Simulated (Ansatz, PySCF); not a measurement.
Breaking a bond: BeO, singlet.

UHF/cc-pVTZ (PySCF); RHF/cc-pVTZ (PySCF); UKS-B3LYP = unrestricted B3LYP/cc-pVTZ in PySCF; RKS-B3LYP = restricted B3LYP/cc-pVTZ in PySCF; UKS-r2SCAN = unrestricted r2SCAN/cc-pVTZ (PySCF 2.14.0); RKS-r2SCAN = restricted r2SCAN/cc-pVTZ (PySCF 2.14.0); UKS-PBE = unrestricted PBE/cc-pVTZ in Ansatz (a quantum-chemistry and plane-wave program); RKS-PBE = Ansatz with restricted PBE/cc-pVTZ; UKS-B3LYP/6-31G* = unrestricted B3LYP/6-31G*, spherical d (PySCF); RKS-B3LYP/6-31G* = restricted B3LYP/6-31G*, spherical d (PySCF); UKS-B3LYP/3-21G = unrestricted B3LYP/3-21G run with PySCF; RKS-B3LYP/3-21G = restricted B3LYP/3-21G (PySCF 2.14.0).

Scanned distances (Å): 1.05, 1.14, 1.18, 1.25, 1.28, 1.32, 1.35, 1.43, 1.45, 1.55, 1.64, 1.79, 2.00, 2.19, 2.38, 2.63, 2.89, 3.29, 3.59, 3.99, 4.67, 5.29.

Q: Where does the unrestricted solution first break spin symmetry (<S²> of 0.01 or more)?

A: UHF: between 1.28 and 1.32 Å; UKS-B3LYP: between 1.45 and 1.55 Å; UKS-r2SCAN: between 1.35 and 1.43 Å; UKS-PBE: between 1.45 and 1.55 Å; UKS-B3LYP/6-31G*: between 1.45 and 1.55 Å; UKS-B3LYP/3-21G: between 1.45 and 1.55 Å.

```csv
R / Å,<S²> UHF,E(RHF) − E(UHF) / kcal/mol,<S²> UKS-B3LYP,E(RKS-B3LYP) − E(UKS-B3LYP) / kcal/mol,<S²> UKS-r2SCAN,E(RKS-r2SCAN) − E(UKS-r2SCAN) / kcal/mol,<S²> UKS-PBE,E(RKS-PBE) − E(UKS-PBE) / kcal/mol,<S²> UKS-B3LYP/6-31G*,E(RKS-B3LYP/6-31G*) − E(UKS-B3LYP/6-31G*) / kcal/mol,<S²> UKS-B3LYP/3-21G,E(RKS-B3LYP/3-21G) − E(UKS-B3LYP/3-21G) / kcal/mol
1.05,0.00,0.0,0.00,0.0,0.00,0.0,0.00,0.0,0.00,0.0,0.00,0.0
1.14,0.00,0.0,0.00,0.0,0.00,0.0,0.00,0.0,0.00,0.0,0.00,0.0
1.18,0.00,0.0,0.00,0.0,0.00,0.0,0.00,0.0,0.00,0.0,0.00,0.0
1.25,0.00,0.0,0.00,0.0,0.00,0.0,0.00,0.0,0.00,0.0,0.00,0.0
1.28,0.00,0.0,0.00,0.0,0.00,0.0,0.00,0.0,0.00,0.0,0.00,0.0
1.32,1.01,18.5,0.00,0.0,0.00,0.0,0.00,0.0,0.00,0.0,0.00,0.0
1.35,1.01,23.6,0.00,0.0,0.00,0.0,0.00,0.0,0.00,0.0,0.00,0.0
1.43,1.01,36.5,0.00,0.0,0.05,0.0,0.00,0.0,0.00,0.0,0.00,0.0
1.45,1.01,39.5,0.00,0.0,0.09,0.1,0.00,0.0,0.00,0.0,0.00,0.0
1.55,1.01,53.4,0.57,1.1,0.58,2.1,0.19,0.4,0.60,1.4,0.22,0.2
1.64,1.01,63.4,0.90,6.4,0.89,7.2,0.48,1.7,0.93,6.8,0.96,5.0
1.79,1.01,71.9,1.01,16.6,1.01,17.6,0.82,6.8,1.01,17.3,1.01,16.1
2.00,1.01,69.5,1.01,25.8,1.01,—,1.01,15.9,1.01,26.7,1.01,26.5
2.19,1.01,60.5,1.01,29.6,1.01,—,1.01,21.8,1.01,30.8,1.01,31.4
2.38,1.26,53.9,1.02,30.8,1.02,—,1.01,25.4,1.02,32.4,1.02,33.7
2.63,1.30,53.8,1.05,31.7,1.07,—,1.02,28.5,1.05,33.6,1.05,36.1
2.89,1.26,55.1,1.05,33.6,1.11,—,1.03,31.2,1.05,35.5,1.05,38.5
3.29,1.21,56.6,1.03,36.8,1.10,—,1.03,34.9,1.03,38.4,1.02,41.7
3.59,1.18,57.1,1.02,38.8,1.08,—,1.02,36.9,1.02,40.2,1.00,43.5
3.99,1.15,57.5,1.01,40.7,1.05,—,1.01,38.7,1.01,42.0,1.00,45.3
4.67,1.14,57.6,1.00,42.7,1.01,—,1.00,40.2,1.00,43.8,1.00,46.7
5.29,1.14,57.7,1.00,43.7,1.01,—,1.00,40.9,1.00,44.7,—,—
```

A dash means that the run gave no value there, or that the column was ended at a point which the program doubted or which failed a test of continuity chosen for this set; such a test can also cut sound points.
